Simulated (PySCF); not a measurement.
Molecule: `CC1(C)CCCCC1`, C8H16.

Structure with atom numbers: `[CH3:1][C:2]1([CH3:3])[CH2:4][CH2:5][CH2:6][CH2:7][CH2:8]1`. Each H is labelled by its parent atom.

Geometry PBE0-D3(BJ)/def2-SVP throughout; GIAO in PySCF 2.14, gas phase, one conformer, non-relativistic; equivalent atoms averaged; functional PBE0.

For orientation, pcSseg-1 gives these shifts δ (against TMS at the same level): C2 29.8, C4/C8 41.2, C6 28.8, C1/C3 30.3, C5/C7 24.6, H(C6) 1.29, H(C5)/H(C7) 1.40, H(C4)/H(C8) 1.09, H(C1)/H(C3) 0.87 ppm.

A run gave: C2 32.5, C4/C8 32.3, C6 26.5, C1/C3 26.3, C5/C7 24.9, H(C6) 0.75, H(C5)/H(C7) 0.75, H(C4)/H(C8) 0.72, H(C1)/H(C3) 0.70 ppm (shifts δ (against TMS at the same level)).

Which basis set was used in that run?
A. STO-3G
B. pcSseg-0
C. cc-pVDZ
D. 6-311+G(2d,p)
E. 6-31G

## Answers

A. C4/C8 tells them apart best: STO-3G gives 32.3, 6-31G gives 39.5, cc-pVDZ gives 41.3, 6-311+G(2d,p) gives 40.9, pcSseg-0 gives 40.7 ppm.
